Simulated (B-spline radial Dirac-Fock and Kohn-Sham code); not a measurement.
Photoionisation of rhenium ions at W Kα (59318.2 eV)

These are calculated numbers from a radial finite-basis atomic code; the model is the independent-particle Dirac-Slater model, thresholds from Dirac-Fock. Cross sections in kb; a dash marks an empty subshell or a threshold above the photon energy.

| ion | configuration | total | 2p3/2 | 3p3/2 | 3d3/2 | 4d3/2 | 6s |
| --- | --- | --- | --- | --- | --- | --- | --- |
| Re | [Xe] 4f14 5d5 6s2 | 1.067 | 0.235 | 0.0517 | 0.00481 | 0.00115 | 0.000406 |
| Re³⁺ | [Xe] 4f14 5d4 | 1.067 | 0.235 | 0.0517 | 0.00481 | 0.00115 | – |
| Re⁵⁺ | [Xe] 4f14 5d2 | 1.067 | 0.235 | 0.0517 | 0.00481 | 0.00116 | – |
